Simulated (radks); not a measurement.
Values are calculated unless marked as measured or tabulated.
Excited configurations of the phosphorus ion P2+: one electron is placed in a higher orbital outside [Ne] 3s2. The ground configuration is [Ne] 3s2 3p1. Code: a radial shooting solver on a logarithmic mesh with Libxc functionals. Model: Dirac Kohn-Sham, BLYP, spin-unpolarised, spherical densities, point nucleus; open shells fill j = l - 1/2 first. Excitation = E - E(ground); binding = E(ion) - E, where the ion is the core of charge +3; n* = 3/sqrt(2 binding) in atomic units, and the quantum defect is n - n*.

outer orbital,excitation (eV),binding (eV),n*,quantum defect,eigenvalue (eV),<r> (bohr)
4s1/2,14.172,15.552,2.806,1.194,-13.032,4.026
4d3/2,20.428,9.296,3.629,0.371,-7.650,5.716
4f5/2,21.907,7.817,3.958,0.042,-6.090,5.695
5s1/2,20.983,8.741,3.743,1.257,-7.409,7.205
5p1/2,22.119,7.606,4.013,0.987,-6.401,7.966
5f5/2,24.403,5.321,4.797,0.203,-4.335,9.705
6s1/2,24.103,5.622,4.667,1.333,-4.811,11.23
7p1/2,26.117,3.607,5.826,1.174,-3.095,17.29
7f5/2,26.855,2.869,6.533,0.467,-2.428,20.23

The Delta-SCF ionisation energy is 29.724 eV (NIST Atomic Spectra Database: 30.203 eV, measured). Self-interaction in the functional shifts the binding energies and quantum defects, so they are the method's values and not measured ones. Spin polarisation and multiplet splitting are left out, so open shells lie too high by an amount that depends on their filling.

Beside tabulated values, note that spin-unpolarised runs miss the spin-polarisation part of the exchange energy of open shells.
